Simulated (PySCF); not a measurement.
Geometry:
```tsv
atom	x (Å)	y (Å)	z (Å)
Si1	0.638	0.478	0.407
C2	0.698	0.506	2.273
C3	1.718	1.028	2.965
H4	-0.139	0.070	2.836
H5	2.582	1.479	2.463
H6	1.741	1.037	4.061
C7	2.329	0.837	-0.291
C8	2.539	1.820	-1.174
H9	3.189	0.236	0.033
H10	1.712	2.451	-1.516
H11	3.533	2.036	-1.585
O12	-0.337	1.662	-0.212
C13	-1.749	1.744	-0.373
C14	-2.461	1.102	0.814
C15	-2.074	3.231	-0.451
C16	-2.124	1.035	-1.672
H17	-3.553	1.189	0.707
H18	-2.209	0.033	0.881
H19	-2.167	1.596	1.753
H20	-1.768	3.734	0.478
H21	-3.151	3.394	-0.604
H22	-1.527	3.693	-1.287
H23	-1.851	-0.027	-1.610
H24	-1.580	1.485	-2.515
H25	-3.204	1.117	-1.870
O26	-0.016	-0.977	-0.077
C27	0.525	-2.276	-0.269
C28	1.477	-2.633	0.870
C29	-0.666	-3.226	-0.277
C30	1.248	-2.313	-1.612
H31	1.869	-3.654	0.747
H32	2.338	-1.947	0.901
H33	0.961	-2.574	1.839
H34	-1.199	-3.172	0.684
H35	-0.346	-4.266	-0.443
H36	-1.368	-2.943	-1.075
H37	2.091	-1.606	-1.621
H38	0.558	-2.027	-2.419
H39	1.638	-3.321	-1.825
```

Geometry: PBE0-D3(BJ)/def2-SVP; GIAO absolute shieldings from PySCF, gas phase, non-relativistic, averaged over equivalent atoms.

At PBE0/pcSseg-1 (382 basis functions):
```
                                                                  atoms  σ (ppm)
                                                                    Si1    389.8
                                                                  C3/C8     38.7
                                                                  C2/C7     38.9
                                                                C13/C27    112.2
                                                C14/C15/C16/C28/C29/C30    151.2
                                                          H5/H6/H10/H11    24.92
                                                                  H4/H9    24.93
H17/H18/H19/H20/H21/H22/H23/H24/H25/H31/H32/H33/H34/H35/H36/H37/H38/H39    29.92
                                                                O12/O26    223.7
```

Question: What do these become at wB97X-D/pcSseg-1?

Answer: 
```tsv
atoms	σ at wB97X-D/pcSseg-1	change
Si1	390.1	+0.3
C3/C8	37.8	-0.9
C2/C7	39.1	+0.2
C13/C27	113.0	+0.8
C14/C15/C16/C28/C29/C30	151.0	-0.2
H5/H6/H10/H11	25.05	+0.13
H4/H9	25.11	+0.18
H17/H18/H19/H20/H21/H22/H23/H24/H25/H31/H32/H33/H34/H35/H36/H37/H38/H39	30.04	+0.12
O12/O26	228.5	+4.8
```

The largest change is at O12/O26 (oxygen bonded to C, Si). Cost: 382 basis functions. The order of the carbon signals is the same at both levels.
